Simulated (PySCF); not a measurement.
Zn(OH)(OSiH3) (H4O2SiZn), SMILES [Zn]([O][SiH3])[OH]. Atoms are numbered in the order given.

```xyz
8

Zn     0.4106     0.1358     0.7200
O      0.8328     0.7565     2.3148
H      1.6579     1.2510     2.3458
O     -0.0553    -0.5929    -0.8139
Si    -1.1260    -0.4008    -2.0426
H     -2.5464    -0.5287    -1.5750
H     -0.8880    -1.4404    -3.0897
H     -0.9976     0.9472    -2.6917
```
Charge 0, spin multiplicity 1.

Geometry: PBE0-D3(BJ)/def2-SVP. The structure was generated by enumeration; whether it is a known compound was not checked. The values are those of a single conformer.

Calculation: PBE0/def2-TZVP in PySCF.

Atomic charges (e):

```json
[
 {"atom": "Zn1", "Mulliken": "0.63", "Löwdin": "0.49"},
 {"atom": "O2", "Mulliken": "-0.63", "Löwdin": "___"},
 {"atom": "H3", "Mulliken": "0.32", "Löwdin": "0.16"},
 {"atom": "O4", "Mulliken": "-0.49", "Löwdin": "___"},
 {"atom": "Si5", "Mulliken": "0.32", "Löwdin": "___"},
 {"atom": "H6", "Mulliken": "-0.05", "Löwdin": "-0.05"},
 {"atom": "H7", "Mulliken": "-0.04", "Löwdin": "-0.05"},
 {"atom": "H8", "Mulliken": "-0.05", "Löwdin": "-0.05"}
]
```

Question: Complete the blanks. (An estimate is asked for; the answer gives what the named calculation found.)

Answer: 
- O2, Löwdin: -0.38
- O4, Löwdin: -0.23
- Si5, Löwdin: 0.10
